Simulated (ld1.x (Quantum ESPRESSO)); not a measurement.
u(r) = r·R(r): atom against pseudo-atom (niobium)

Columns: radius, all-electron u(r) and pseudo u(r) of the 4p shell (level -64.59 eV) of niobium in the configuration [Ar] 3d10 4s2 4p6 4d2 5s0 5p0; PBEsol, scalar-relativistic, TM semilocal scheme, ld1.x (Quantum ESPRESSO) 7.5.

| r (bohr) | all-electron | pseudo |
| --- | --- | --- |
| 0.128 | 0.2014 | 0.0303 |
| 0.255 | -0.4235 | 0.1168 |
| 0.382 | -0.4732 | 0.2493 |
| 0.510 | -0.1133 | 0.4135 |
| 0.638 | 0.3193 | 0.5880 |
| 0.765 | 0.6628 | 0.7493 |
| 0.893 | 0.8832 | 0.8786 |
| 1.020 | 0.9878 | 0.9580 |
| 1.148 | 1.0060 | 0.9821 |
| 1.275 | 0.9656 | 0.9542 |
| 1.402 | 0.8908 | 0.8874 |
| 1.530 | 0.7977 | 0.7973 |
| 1.658 | 0.6991 | 0.6991 |
| 1.785 | 0.6032 | 0.6032 |
| 1.912 | 0.5137 | 0.5137 |
| 2.040 | 0.4322 | 0.4322 |
| 2.168 | 0.3604 | 0.3604 |
| 2.295 | 0.2989 | 0.2989 |
| 2.422 | 0.2462 | 0.2462 |
| 2.550 | 0.2015 | 0.2015 |
| 2.678 | 0.1642 | 0.1642 |
| 2.805 | 0.1334 | 0.1334 |
| 2.932 | 0.1081 | 0.1081 |
| 3.060 | 0.0871 | 0.0871 |
| 3.188 | 0.0700 | 0.0700 |
| 3.315 | 0.0562 | 0.0562 |

How many radial nodes do the two functions have?

The all-electron 4p function has n − l − 1 = 2; the pseudo-wave has 0, since the states of the same l below it are removed with the core.

At about which radius was the pseudo-wave matched?

1.75 bohr. The columns agree to 0.0005 from 1.53 bohr on; several derivatives are matched, so the curves merge somewhat inside the radius.

Where does each function peak?

Outermost all-electron maximum near 1.15 bohr, pseudo maximum near 1.15 bohr (to the table’s step).

Is the pseudo-wave norm-conserving?

Yes: the TM semilocal scheme keeps the norm inside the radius equal to the all-electron one, which fixes the energy derivative of the logarithmic derivative at the level.
